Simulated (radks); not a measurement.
Spherical quantum dot in the effective-mass picture: electrons in a parabolic well V = omega^2 r^2 / 2 with omega = 0.449, with a point charge +2 (a donor) at the centre, all in effective atomic units (hartree* = m*/eps^2 hartree, bohr* = eps/m* bohr), one dielectric constant everywhere. Calculated with a radial shooting solver with Libxc functionals: non-relativistic Kohn-Sham, r2SCAN, spin-polarised, spherical densities, generalised Kohn-Sham scheme. Levels are named by radial order and angular momentum (1s, 1p, 1d, 2s, ...), and open shells are averaged over m.

N = 31, configuration 1s2 1p6 1d10 2s2 1f(up 7, down 1) 2p(up 3, down 0). This is the lowest configuration that the search found. Occupied and some empty levels:

level,occupation,eigenvalue (hartree*),<r> (bohr*)
1s up,1,7.3449,1.055
1s down,1,7.3895,0.9851
2s up,1,7.9097,3.706
1p up,3,7.9391,3.653
2s down,1,7.9447,3.649
1p down,3,7.9896,3.670
1d up,5,8.1192,4.214
1d down,5,8.1719,4.139
1f up,7,8.3152,4.549
2p up,3,8.3553,3.639
1f down,1,8.3791,4.484
3s up,0,8.3922,3.782
2p down,0,8.4581,3.738
3s down,0,8.4710,3.975
1g up,0,8.5355,4.806
1g down,0,8.6095,4.773
2d up,0,8.6538,4.070
2d down,0,8.7273,4.226

Energy (hartree*): total 144.524, kinetic 13.761, external 30.153, Hartree 110.35, exchange-correlation -9.7420.

Electron density:

r (bohr*),n(r) (e/bohr*^3)
0.372,0.9185
0.786,0.2299
1.20,0.08671
1.61,0.05615
2.03,0.05005
2.44,0.04920
2.85,0.04972
3.27,0.05056
3.68,0.05019
4.10,0.04668
4.51,0.03905
4.92,0.02843
5.34,0.01757
5.75,0.009045
6.17,0.003835
6.58,0.001332
6.99,0.0003804
7.41,0.00008946
7.82,0.00001739
8.24,2.812e-06
